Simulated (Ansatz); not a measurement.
The pair A = CH3F (SMILES CF) (first 5 atoms), B = C2H6 (SMILES CC); geometry from B3LYP-D3(BJ)/def2-TZVP.
(charge 0, multiplicity 1):
```xyz
13

C     -0.5235     0.4905     0.5044
F     -0.4228    -0.8457     0.8749
H      0.2810     1.0489     0.9841
H     -0.4358     0.5598    -0.5804
H     -1.4908     0.8732     0.8307
C     -0.6303     0.3211     4.1226
C      0.7847    -0.2499     4.1048
H     -1.0051     0.4261     5.1427
H     -1.3196    -0.3256     3.5775
H     -0.6663     1.3093     3.6584
H      1.4863     0.4062     4.6242
H      1.1417    -0.3859     3.0828
H      0.8217    -1.2256     4.5932
```

Cores are frozen in the correlated methods. MP2 and its Hartree–Fock in aug-cc-pVTZ are density fitted.

Codes used: Ansatz (Gaussian basis) for Hartree–Fock, density functionals and correlated methods. Values without a source in brackets are computed.

The counterpoise-corrected interaction energy is E(AB) − E(A in the pair's basis) − E(B in the pair's basis). Total energies (hartree):

```json
[
 {"level": "HF/aug-cc-pVDZ", "AB": "-218.2941348", "A in the pair's basis": "-139.0578367", "B in the pair's basis": "-79.2373997"},
 {"level": "MP2/aug-cc-pVDZ", "AB": "-218.9706548", "A in the pair's basis": "-139.4178947", "B in the pair's basis": "-79.5513386"},
 {"level": "HF/aug-cc-pVTZ", "AB": "-218.3563658", "A in the pair's basis": "-139.0972442", "B in the pair's basis": "-79.2602333"},
 {"level": "MP2/aug-cc-pVTZ", "AB": "-219.1789852", "A in the pair's basis": "-139.5418506", "B in the pair's basis": "-79.6354076"},
 {"level": "CCSD(T)/aug-cc-pVDZ", "AB": "-219.0469534", "A in the pair's basis": "-139.4477105", "B in the pair's basis": "-79.5977301"}
]
```

Question: Work out the counterpoise-corrected interaction energy at the basis-set limit: extrapolate the MP2 correlation part as X⁻³, take Hartree–Fock from the larger set, and add the CCSD(T) − MP2 difference of aug-cc-pVDZ.

Answer: 
1. Differences (1 hartree = 627.509 kcal/mol): HF/aug-cc-pVDZ 0.691; MP2/aug-cc-pVDZ -0.892; HF/aug-cc-pVTZ 0.698; MP2/aug-cc-pVTZ -1.084; CCSD(T)/aug-cc-pVDZ -0.949.
2. Correlation parts, MP2 less HF: -1.583 in aug-cc-pVDZ (X = 2), -1.781 in aug-cc-pVTZ (X = 3).
3. Limit (3³·(-1.781) − 2³·(-1.583))/(3³ − 2³) = -1.865; with HF/aug-cc-pVTZ it gives -1.167.
4. CCSD(T) less MP2 in aug-cc-pVDZ: -0.057.
Result: -1.22 kcal/mol, against -0.89 at MP2/aug-cc-pVDZ. It is an estimate of this method's limit, not of the exact value.

Ansatz is an electronic-structure program.
